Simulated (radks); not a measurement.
The numbers below are computed, except where a source is named.
How relativity changes the ionisation of the platinum ion Pt+ ([Xe] 4f14 5d9) to Pt2+ ([Xe] 4f14 5d8). Spin-unpolarised spherical Kohn-Sham, PBE, point nucleus unless stated (finite: rms radius 5.427 fm), a radial shooting solver on a logarithmic mesh with Libxc functionals. A level marked "c x" has the speed of light scaled by that factor and shares open shells by 2j + 1; other Dirac levels either fill j = l - 1/2 first or share by 2j + 1.

| level | E(Pt+) (hartree) | E(Pt2+) (hartree) | IE (eV) | HOMO | <r> HOMO (bohr) |
|---|---|---|---|---|---|
| non-rel. | -17334.5296 | -17333.7732 | 20.583 | 5d | 1.616 |
| scalar-rel. | -18413.1780 | -18412.4442 | 19.966 | 5d | 1.646 |
| scalar-rel., finite nucleus | -18409.3420 | -18408.6082 | 19.967 | 5d | 1.646 |
| Dirac, 2j+1 shares | -18446.4199 | -18445.6856 | 19.982 | 5d5/2 | 1.677 |
| Dirac, low j first | -18446.4400 | -18445.7297 | 19.328 | 5d5/2 | 1.679 |
| Dirac, 2j+1 shares, finite nucleus | -18442.5416 | -18441.8073 | 19.982 | 5d5/2 | 1.677 |
| Dirac, c x 2 | -17577.6493 | -17576.8990 | 20.417 | 5d5/2 | 1.630 |
| Dirac, c x 5 | -17372.1809 | -17371.4255 | 20.556 | 5d5/2 | 1.618 |
| Dirac, c x 10 | -17343.9000 | -17343.1439 | 20.576 | 5d5/2 | 1.616 |

NIST Atomic Spectra Database: 18.6 eV (measured). The relativistic part of the total energy of Pt+ is -1108 hartree (Dirac, 2j+1 shares, finite nucleus), 6.4 % of the non-relativistic value. Spin polarisation and multiplet splitting of open shells are left out at every level.

Beside tabulated values, note that relativity, absent from the non-relativistic runs, is large for the heavy elements, and spin-unpolarised runs miss the spin-polarisation part of the exchange energy of open shells.
